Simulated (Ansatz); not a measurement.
Other settings, tried on In(H2S)F3 (InH₂SF₃).

```yaml
crystal:
  periodic: [false, false, false]
  atoms:
    - {symbol: In, position_ang: [0.323064, -0.231962, -0.978940]}
    - {symbol: S, position_ang: [0.244246, 0.040929, 1.739661]}
    - {symbol: H, position_ang: [-0.263949, 1.180887, 1.130569]}
    - {symbol: H, position_ang: [-0.970850, -0.581546, 1.701798]}
    - {symbol: F, position_ang: [2.158385, -0.414776, -1.654226]}
    - {symbol: F, position_ang: [-0.424362, 1.623230, -0.761217]}
    - {symbol: F, position_ang: [-1.066544, -1.616752, -1.177645]}
basis:
  gaussian: {orbitals: def2-TZVP, point_charges: [{charge: 1.00, position_ang: [5.663, 0.094, 0.495]}]}
hamiltonian: {xc: {name: wB97M-V}}
scf: {omitted_lower_state_checks: [starts]}
output: {forces: true}
```

```sh
$ ansatz run in.yaml --threads 4 --pin off --events-out ev --progress --plain --max-ram 3916MiB
```

It prints (some lines left out):

```
Functional definition: wB97M-V
1244 factors; their error is unknown
252 factors; integrals over basis functions are off by at most 9.8e-6 eV
mean field evaluation 1: about -24188.1371 eV, gradient 6.5e1 eV
mean field evaluation 2: about -24183.2250 eV, gradient 9.5e1 eV
mean field evaluation 4: about -24195.3182 eV, gradient 1.6e0 eV
mean field evaluation 8: about -24195.3259 eV, gradient 5.4e-2 eV
mean field evaluation 16: about -24195.3807 eV, gradient 1.3e-4 eV
mean field -24195.38073079 eV, -889.1638416385 hartree, gradient 1.8e-5 eV, S^2 0.000000; 0 other end points of the search recorded, 0 dependent functions left out
reference -24195.38081583 eV, -889.1638447638 hartree; 33, 33 occupied and 159, 159 virtual orbitals, 1244 factors
Total energy: -24195.38081583 eV, -889.1638447638 hartree
Atom 0 at     0.323064    -0.231962    -0.978940 Å, force    -0.954265     0.090630     0.004649 eV/Å
Atom 1 at     0.244246     0.040929     1.739661 Å, force    -0.718119     0.234860    -0.707626 eV/Å
Atom 2 at    -0.263949     1.180887     1.130569 Å, force     0.197067    -0.435580     0.494826 eV/Å
Atom 3 at    -0.970850    -0.581546     1.701798 Å, force     0.465671     0.183937     0.052162 eV/Å
Atom 4 at     2.158385    -0.414776    -1.654226 Å, force    -0.196531     0.087861     0.399920 eV/Å
Atom 5 at    -0.424362     1.623230    -0.761217 Å, force     0.484263    -0.751761    -0.210225 eV/Å
Atom 6 at    -1.066544    -1.616752    -1.177645 Å, force     0.783305     0.612805     0.104783 eV/Å
Dipole moment:    -0.328831     0.004686     0.772207 e Å
Checks for a lower state left out: starts
```

Run time 7.5 s (4 threads of Arm Neoverse V2 on a shared host), peak host memory 0.64 GiB.

In the def2 sets In takes a core potential; there is no spin–orbit coupling.
